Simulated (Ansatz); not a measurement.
Results of the Gaussian-basis code of Ansatz.

CH₅FSn, SMILES `[CH3][SnH2][F]` at its PBE0-D4/def2-TZVP geometry, where that method's forces vanish. The species carries charge 0 and has multiplicity 1. Sn: def2 effective core potential.

| atom | x (Å) | y (Å) | z (Å) |
| --- | --- | --- | --- |
| C1 | 0.9039 | -0.7096 | 0.1915 |
| Sn2 | -0.7042 | 0.6590 | -0.0366 |
| F3 | -1.6229 | 0.0552 | -1.6248 |
| H4 | 0.5070 | -1.7149 | 0.3289 |
| H5 | 1.5256 | -0.6868 | -0.7031 |
| H6 | 1.5106 | -0.4414 | 1.0573 |
| H7 | -0.2329 | 2.2571 | -0.4034 |
| H8 | -1.8870 | 0.5813 | 1.1904 |

For each bond, give half the difference of the two atoms' forces along it (eV/Å; positive pushes the atoms apart) under PBE-D4, r2SCAN-D4, B3LYP-D4, ωB97M-V in def2-TZVPP. (Estimate.)

The calculation gave: 
```csv
bond,length (Å),PBE-D4,r2SCAN-D4,B3LYP-D4,ωB97M-V
C1–Sn2,2.124,0.03,0.07,0.21,0.01
C1–H4,1.090,0.09,-0.03,-0.08,-0.04
C1–H5,1.090,0.09,-0.03,-0.08,-0.04
C1–H6,1.091,0.09,-0.02,-0.08,-0.04
Sn2–F3,1.932,0.48,0.08,0.29,0.08
Sn2–H7,1.706,0.03,-0.02,-0.04,-0.09
Sn2–H8,1.706,0.03,-0.02,-0.04,-0.09
```

B3LYP here is the variant with VWN-RPA as its local correlation; programs differ in this.
